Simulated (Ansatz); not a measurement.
Gas-phase electronic energies from Ansatz, PBE0-D4/def2-TZVP geometries. CCSD(T)/CBS is the MP2 limit (def2-TZVPP, def2-QZVPP) plus CCSD(T) − MP2 in def2-TZVPP, frozen cores. def2 core potentials past Kr. For Ge, Zr outer-core shells are correlated without core-valence functions, which leaves a few kJ/mol of doubt a bond. Scalar relativity is left out up to krypton. One conformer a species, not always the lowest.

Reaction (redistribution): `[OH][Zr]([F])([SH])[Cl]` + `C[N](C)[Ge]([Cl])([N](C)C)[N](C)C` → `[F][Zr]([SH])([Cl])[Cl]` + `C[N](C)[Ge]([OH])([N](C)C)[N](C)C`

| species | HF/def2-TZVPP energy (Eh) |
| --- | --- |
| `[OH][Zr]([F])([SH])[Cl]` | -1079.43440 |
| `C[N](C)[Ge]([Cl])([N](C)C)[N](C)C` | -2936.11751 |
| `[F][Zr]([SH])([Cl])[Cl]` | -1463.47779 |
| `C[N](C)[Ge]([OH])([N](C)C)[N](C)C` | -2552.06594 |

Q: Work out ΔE.

A: ΔE = (-1463.47779) + (-2552.06594) − (-1079.43440) − (-2936.11751) = 0.00818 Eh = +21.5 kJ/mol. CCSD(T)/CBS gives +25.5 kJ/mol.

Largest T1 diagnostic among the species: 0.017.

The D4 term adds +4.2 kJ/mol with B3LYP and +2.3 kJ/mol with PBE0; it sums over pairs of atoms, weighted by their polarisabilities, and B3LYP, whose exchange is more repulsive, gets the larger term.

B3LYP here is the variant with VWN-RPA as its local correlation; programs differ in this.
